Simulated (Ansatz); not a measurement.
CH$_{8}$N$_{2}$Sn (`N[CH2][SnH2][NH2]`) at its PBE0-D4/def2-TZVP geometry, where that method's forces vanish. The species carries charge 0 and has multiplicity 1. Sn takes the def2 core potential.

```xyz
12

N    -1.4832    0.0624    1.0245
C    -0.6890    0.9982    0.2386
Sn    1.2179    0.0622   -0.1611
N     0.9754   -1.6385   -1.2479
H    -2.4301    0.3990    1.1529
H    -1.0884   -0.0634    1.9479
H    -0.5542    1.9935    0.6841
H    -1.1659    1.1399   -0.7345
H     2.2919    1.0596   -1.0443
H     1.8967   -0.4143    1.3386
H     0.8828   -1.4540   -2.2389
H     0.1462   -2.1448   -0.9599
```

Task: What forces (eV/Å) does PBE-D4/def2-TZVPP give on these atoms in Ansatz 0.2.0? (Estimate.)

Result: Computed: 
```
N1   0.020 -0.311 -0.197
C2  -0.055  0.111  0.021
Sn3  0.099  0.193  0.068
N4   0.311 -0.262  0.041
H5  -0.334  0.104  0.057
H6   0.117 -0.041  0.327
H7   0.063  0.227  0.071
H8  -0.079  0.033 -0.201
H9   0.126  0.094 -0.099
H10  0.067 -0.063  0.156
H11 -0.046  0.075 -0.337
H12 -0.288 -0.160  0.093
```
